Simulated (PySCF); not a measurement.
# Dipole moment and polarisability of `N#C[C@@H]1C=C[S@](=O)CC1`

C6H7NOS.
Atom-mapped SMILES: `[N:1]#[C:2][C@@H:3]1[CH:4]=[CH:5][S@:6](=[O:7])[CH2:8][CH2:9]1` (hydrogens: H10 on C3; H11 on C4; H12 on C5; H13, H14 on C8; H15, H16 on C9)

Structure used (GFN2-xTB), in Å, numbered top down from 1:
```
atom  x, y, z in Å
N1     1.7990   -0.8507    2.4104
C2     1.4714   -0.8011    1.3174
C3     1.0335   -0.7239   -0.0637
C4     1.2140    0.7036   -0.5102
C5     0.2406    1.5300   -0.8420
S6    -1.5309    1.1289   -0.9003
O7    -2.1986    2.2678   -0.2757
C8    -1.3941   -0.2176    0.3698
C9    -0.4105   -1.2339   -0.1752
H10    1.7014   -1.3699   -0.6490
H11    2.2418    1.0479   -0.5020
H12    0.4308    2.5520   -1.1301
H13   -1.0763    0.2199    1.3150
H14   -2.3904   -0.6417    0.4869
H15   -0.6412   -1.4218   -1.2270
H16   -0.4981   -2.1805    0.3644
```

Level: PBE0/def2-SVPD (PySCF), static field, nuclei fixed, core orbitals frozen in the response. The polarisability tensor in these axes (au):

```
x   101.10 -11.80   9.09
y   -11.80  92.54 -10.29
z     9.09 -10.29  85.61
```

**Question.** Diagonalise the tensor; give its mean and Δα, where Δα² is half the sum of the squared differences of the eigenvalues.

**Answer.** Principal values 78.19, 85.63 and 115.42 au; mean 93.08 au = 13.79 Å³ = 15.35 × 10⁻⁴⁰ C²·m²/J; Δα = 34.12 au (37 % of the mean).

**Question.** What is the dipole moment, and where does it point?

**Answer.** (1.38, -2.92, -3.46) D, 4.74 D in size, pointing from the negative to the positive side. Measured along this direction, the outermost atoms are O7 at the negative end and H10 at the positive end.

**Question.** What depolarisation ratio follows for Rayleigh scattering of linearly polarised light, taking the static tensor?

**Answer.** ρ = 3Δα²/(45ᾱ² + 4Δα²) = 3493.4/(389896 + 4657.9) = 0.00885.

**Question.** Traceless (Buckingham) quadrupole moment about the centre of nuclear charge: eigenvalues?

**Answer.** -23.03, 3.09, 19.94 D·Å. The values depend on the origin, since the dipole doesn't vanish. The electronic extent ⟨r²⟩ about the same centre is 1353 bohr², a root-mean-square distance of 2.26 Å for the 74 electrons.

**Question.** Find the Langevin capture rate constant for NH4+ (18.034 u) meeting this molecule (141.025 u), k = 2.342 × 10⁻⁹ cm³/s × √(α in Å³ / reduced mass in u).

**Answer.** The reduced mass is 15.99 u, so k = 2.18 × 10⁻⁹ cm³/s. The formula leaves out the permanent dipole, which adds to the capture rate.

The structure is a single GFN2-xTB conformer in the gas phase; no vibrational or solvent corrections.
